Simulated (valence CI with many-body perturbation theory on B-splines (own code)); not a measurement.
Which ion has this spectrum?

A relativistic CI+MBPT calculation for an atom or ion with 16 electrons gives these levels (eV):

| J | Parity | E | g |
| --- | --- | --- | --- |
| 2 | even | 0.000 | 1.49 |
| 1 | even | 0.563 | 1.50 |
| 0 | even | 0.733 |  |
| 2 | even | 3.010 | 1.01 |
| 0 | even | 6.835 |  |
| 2 | odd | 24.314 | 1.50 |
| 1 | odd | 24.785 | 1.50 |
| 0 | odd | 25.050 |  |
| 1 | odd | 31.148 | 1.00 |
| 0 | odd | 33.254 |  |
| 1 | odd | 33.260 | 1.50 |
| 2 | odd | 33.269 | 1.50 |
| 3 | odd | 33.285 | 1.50 |
| 4 | odd | 33.312 | 1.50 |

The energies are calculated, with errors of about 100 cm⁻¹, more in some levels.

**Question.** Which is it?
A. Cr8+
B. Ca4+
C. Mn9+
D. Ti6+

**Answer.** D. Ti6+, ground level 3s²3p⁴ ³P_2.
